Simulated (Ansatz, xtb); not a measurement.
## Two structures of ClGaH6O2Si2

Structure a: a singlet given by its coordinates. Structure b: `[SiH3]O[SiH2][O][GaH][Cl]`, a singlet. Both are isolated molecules in the gas phase, relaxed with PBE0-D4/def2-SVP; the shapes shown needn't be the lowest conformers.

a (Å):

```yaml
atoms:
  - { symbol: Cl, position_ang: [-2.8055, 0.6908, -0.2201] }
  - { symbol: Ga, position_ang: [-1.0748, 2.0544, 1.4480] }
  - { symbol: O, position_ang: [-0.7253, -1.5111, 0.2976] }
  - { symbol: O, position_ang: [0.0810, 0.6731, 1.6595] }
  - { symbol: Si, position_ang: [-2.0937, -1.2837, -0.5400] }
  - { symbol: Si, position_ang: [0.4432, -0.8712, 1.3326] }
  - { symbol: H, position_ang: [-1.8766, -1.3754, -2.0039] }
  - { symbol: H, position_ang: [-3.1911, -2.1617, -0.0671] }
  - { symbol: H, position_ang: [1.7432, -1.0028, 0.6184] }
  - { symbol: H, position_ang: [0.4244, -1.7260, 2.5521] }
  - { symbol: H, position_ang: [-0.6331, 3.0861, 0.3633] }
  - { symbol: H, position_ang: [-2.1070, 2.2022, 2.6096] }
```

Close contacts (Å): Cl1–Ga2 2.76, Cl1–Si5 2.12, Ga2–O4 1.81, O3–Si5 1.62, O3–Si6 1.69, O4–Si6 1.62, Ga2–H11 1.56, Ga2–H12 1.56, Si5–H7 1.48, Si5–H8 1.48, Si6–H9 1.49, Si6–H10 1.49.

b (Å):

```yaml
atoms:
  - { symbol: Cl, position_ang: [0.2225, 4.2473, 1.6735] }
  - { symbol: Ga, position_ang: [0.0454, 2.2203, 1.0189] }
  - { symbol: O, position_ang: [-1.5675, -0.8621, 0.0837] }
  - { symbol: O, position_ang: [-1.5399, 1.5154, 1.3782] }
  - { symbol: Si, position_ang: [-0.5860, -2.1938, -0.0148] }
  - { symbol: Si, position_ang: [-2.4296, 0.1681, 1.0544] }
  - { symbol: H, position_ang: [0.8319, -1.7538, -0.1798] }
  - { symbol: H, position_ang: [-0.9875, -3.0137, -1.1924] }
  - { symbol: H, position_ang: [-0.6979, -3.0156, 1.2292] }
  - { symbol: H, position_ang: [-2.7509, -0.5262, 2.3343] }
  - { symbol: H, position_ang: [-3.6603, 0.5569, 0.3179] }
  - { symbol: H, position_ang: [1.2041, 1.4642, 0.3276] }
```

Question: Which of the two would you expect CCSD(T)/def2-SVP + ΔMP2/def2-TZVPP electronic energies to favour?

Answer: CCSD(T)/def2-SVP + ΔMP2/def2-TZVPP gives E(b) − E(a) = −0.06 kJ/mol, slightly favouring structure b, which is too small a margin to settle the true order.

Level by level:

```csv
level,geometry,E(b) − E(a) (kJ/mol),departure from the last row (kJ/mol),"job, with rough time for the two"
PBE0-D4/def2-SVP,PBE0-D4/def2-SVP,+4.41,+4.47,"optimisation, 5.1 min"
HF/def2-SVP,PBE0-D4/def2-SVP,−15.58,−15.52,part of the CCSD(T) run
MP2/def2-SVP,PBE0-D4/def2-SVP,−6.83,−6.76,part of the CCSD(T) run
CCSD(T)/def2-SVP,PBE0-D4/def2-SVP,−8.08,−8.02,single point
CCSD(T)/def2-SVP + ΔMP2/def2-TZVPP,PBE0-D4/def2-SVP,−0.06,,"single point, 2.3 min"
```

The largest departure from CCSD(T)/def2-SVP + ΔMP2/def2-TZVPP is that of HF/def2-SVP, 15.52 kJ/mol. Levels run at GFN2-xTB geometries aren't shown. The last row adds to CCSD(T) the change of the MP2 difference between the two basis sets, here +8.02 kJ/mol.

With thermal terms from frequencies at re-optimised GFN2-xTB minima (ideal gas, soft modes damped towards free rotors, one conformer each, 298.15 K, 1 atm): on the last row, ΔE + ΔZPE = −1.21, ΔH = +0.29, ΔG = −5.05 kJ/mol.

The correlated steps freeze 26 core orbitals; the filled d shell of Ga is correlated, in a basis made for valence electrons. Programs: Ansatz 0.2.0, xtb 6.7.1; the last row on 2 threads of Intel(R) Xeon(R) Platinum 8259CL CPU @ 2.50GHz (Skylake/Cascade Lake) on a shared host.
